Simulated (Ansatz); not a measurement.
Geometry optimisation, Ansatz 0.2.0, RKS LDA/def2-SVP.

Input file:

```yaml
crystal:
  periodic: [false, false, false]
  atoms:
    - { symbol: "N", position_ang: [-0.87285, -2.4479, 1.28177] }
    - { symbol: Si, position_ang: [-0.17408, -1.20227, 0.63825] }
    - { symbol: C, position_ang: [0.66956, 0.26215, -0.12728] }
    - { symbol: Se, position_ang: [0.01912, 1.7334, -0.91626] }
    - { symbol: H, position_ang: [1.76274, 0.23119, -0.09625] }
    - { symbol: H, position_ang: [-1.40449, 1.42344, -0.78023] }
total_charge: 1
basis:
  gaussian: { orbitals: def2-SVP }
hamiltonian:
  xc: lda
relax:
  f_tol: 0.015
  max_steps: 40
```

Command:

```bash
$ ansatz run input.yaml --threads 1 --pin off --max-ram 2048MiB --backend cpu --events-out ev --progress --plain --runs-dir out
```

Problem. Where does it end, and by what steps?

Solution. The run converged. Limits of this set-up: the dipole of an ion depends on the origin. After 10 steps the energy has fallen by 0.062 eV; N1 moved furthest, 0.14 Å.

| step | energy less start (eV) | largest force component (eV/Å) | accepted |
| --- | --- | --- | --- |
| 0 | 0.0000 | 1.686 | yes |
| 1 | -0.0479 | 0.820 | yes |
| 2 | -0.0001 | 0.714 | no |
| 3 | -0.0601 | 0.159 | yes |
| 4 | -0.0615 | 0.072 | yes |
| 5 | -0.0618 | 0.026 | yes |
| 6 | -0.0619 | 0.023 | yes |
| 7 | -0.0619 | 0.022 | yes |
| 8 | -0.0617 | 0.044 | no |
| 9 | -0.0619 | 0.018 | yes |
| 10 | -0.0619 | 0.001 | yes |

```xyz
6
Properties=species:S:1:pos:R:3
N -0.980 -2.371 1.241
Si -0.115 -1.178 0.623
C 0.710 0.257 -0.125
Se 0.001 1.700 -0.901
H 1.825 0.269 -0.113
H -1.440 1.323 -0.724
```

Run time: 21 s on 1 thread of AMD EPYC 7R13 Processor (Zen 3), on a shared host, peak memory 0.15 GiB.
